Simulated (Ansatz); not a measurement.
The same path of ClGeH3 + FH (7 atoms, charge 0, multiplicity 1) was run twice with different band settings. Lost on the way: Ge1–H2, F6–H7. Made: Ge1–F6, H2–H7.

All numbers below come from Ansatz 0.2.0, RKS PBE/def2-SVP.

Relaxed end points:

```xyz
7
Properties=species:S:1:pos:R:3
Ge -0.274 -0.228 0.009
H -0.582 -0.377 1.511
Cl 1.936 -0.201 -0.195
H -0.793 1.083 -0.613
H -0.716 -1.471 -0.802
F 1.020 2.077 1.531
H 1.637 1.525 1.070
```

```xyz
7
Properties=species:S:1:pos:R:3
Ge 0.190 0.273 -0.805
H 0.196 0.355 3.595
Cl 2.083 -0.297 -1.678
H -0.575 1.173 -1.800
H -0.529 -0.992 -0.287
F 0.550 1.269 0.600
H 0.315 0.626 2.884
```

Common settings: spring 5.0 eV/Å²; optimiser quadratic models (default); start path through a guess of the saddle point; force threshold 0.03 eV/Å; iteration limit 60; end points relaxed.

| run | movable images | climbing image |
| --- | --- | --- |
| 1 | 5 | yes |
| 2 | 4 | no |

Question: What does each run give, and how far can it be trusted?

Answer: Run 1: converged after 26 iterations, highest image 1.438 eV above the first end. Neighbouring images differ by up to 1.7 eV, so the band resolves the path poorly. A vibrational analysis at the climbing image gives one clearly imaginary mode, 828i cm⁻¹: a first-order saddle point.
Run 2: converged after 37 iterations, highest image 0.250 eV above the first end. No image climbed, so the highest image needn't sit at the top of the path. A band with more images between the same ends climbed to 1.44 eV, so this one has probably stepped over the top.
The orbitals stay closed-shell, which can raise the energy where a bond breaks towards radicals; this wasn't checked here.
